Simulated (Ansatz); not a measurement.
CH5GeNO, SMILES `[NH2][GeH]1[CH2][O]1`. The species carries charge 0 and has multiplicity 1.

```xyz
9

N    -0.2108   -0.2834    1.7445
Ge    0.0236    0.6161    0.1868
C     0.5345   -0.2436   -1.4107
O    -0.8785    0.0216   -1.2914
H    -0.9669    0.0515    2.3246
H    -0.2736   -1.2870    1.6506
H    -0.0694    2.1214    0.3959
H     0.8029   -1.3013   -1.3929
H     1.0382    0.3047   -2.2074
```

Q: What are the harmonic wavenumbers in cm⁻¹ at PBE0-D4/def2-TZVP (Ansatz, finite differences of forces, unscaled)? (Best estimate.)

A: Ansatz gave: 189, 198, 211, 474, 517, 605, 650, 694, 746, 789, 918, 1011, 1121, 1140, 1475, 1576, 2218, 3065, 3141, 3568, 3667.

Q: Is this a minimum?

A: Yes, all 21 modes are real.

Q: Give the ideal-gas thermochemistry at 298.15 K and 1 bar (rigid rotor, harmonic oscillator; point group C1, symmetry number 1).

A: Zero-point energy 167.3 kJ/mol; H(298) − E = 184.8 kJ/mol; entropy 314.0 J/(mol·K), of which translation 168.5, rotation 104.9, vibration 40.6; G(298) − E = 91.1 kJ/mol.

Q: Rotational constants (cm⁻¹)?

A: 0.3864, 0.1305, 0.1231.
